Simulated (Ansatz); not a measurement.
The cluster HgCl₂. Charge 0, multiplicity 3. Geometry PBE0-D4/def2-TZVP; atoms count from 1.

```tsv
atom	x (Å)	y (Å)	z (Å)
Hg1	0.028	0.106	0.026
Cl2	-2.416	0.732	-0.669
Cl3	2.389	-0.838	0.644
```

In the def2 sets Hg takes a core potential; there is no spin–orbit coupling. At PBE0-D4/def2-TZVP a singlet of charge 0 lies 3.76 eV below the triplet, each at its own geometry. The structure comes from a short search, and lower isomers may exist.

(1) Estimate the Mulliken populations from the PBE0/def2-TZVP orbitals of Ansatz.

(2) Where does the spin sit?

(3) And the Mayer bond orders between bonded heavy atoms (over 0.3)?

## Answers

(1) 
| atom | charge (e) | spin (α − β) | d electrons |
| --- | --- | --- | --- |
| Hg1 | 0.38 | 0.60 | 9.96 |
| Cl2 | -0.19 | 0.70 | – |
| Cl3 | -0.19 | 0.70 | – |
Mulliken values and Mayer orders depend strongly on the basis.

(2) Summed by element: Hg 0.60, Cl 1.40, of 2 unpaired in all. Largest on single atoms: Cl2 0.70, Cl3 0.70, Hg1 0.60.

(3) Hg1–Cl2 0.49 (2.62 Å); Hg1–Cl3 0.49 (2.62 Å). Values over 0.3 also appear between atoms too far apart for a bond (Cl2–Cl3 0.49 at 5.22 Å); they arise where an orbital or an unpaired electron spreads over both atoms.
